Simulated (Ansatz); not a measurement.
Basis sets compared for the cluster Si3Au⁺. Total charge 1; singlet. Geometry r2SCAN-D4/def2-SVP. Ansatz on 4 threads of Arm Neoverse V2 on a shared host; times are rough, and most runs start from earlier orbitals.

```xyz
4

Au    1.080   -0.247    0.799
Si    1.142    0.476   -1.520
Si   -1.256   -0.449    1.435
Si   -0.965    0.220   -0.714
```

In the def2 sets Au takes a core potential; there is no spin–orbit coupling. The structure comes from a short search, and lower isomers may exist.

```csv
level,functions,energy (Eh),HOMO (eV),LUMO (eV),wall time
PBE-D4/def2-SVP,86,-1003.2386,-10.59,-9.22,0.75 s
PBE0-D4/def2-SVP,86,-1003.2441,-11.29,-8.48,1.1 s
```

Question: Estimate the rows for PBE-D4/def2-TZVP, PBE0-D4/def2-TZVP.

Answer: 
```json
{"level": "PBE-D4/def2-TZVP", "functions": "151", "energy (Eh)": "-1003.5536", "HOMO (eV)": "-10.46", "LUMO (eV)": "-9.15", "wall time": "1.4 s"}
{"level": "PBE0-D4/def2-TZVP", "functions": "151", "energy (Eh)": "-1003.5575", "HOMO (eV)": "-11.14", "LUMO (eV)": "-8.38", "wall time": "1.8 s"}
```
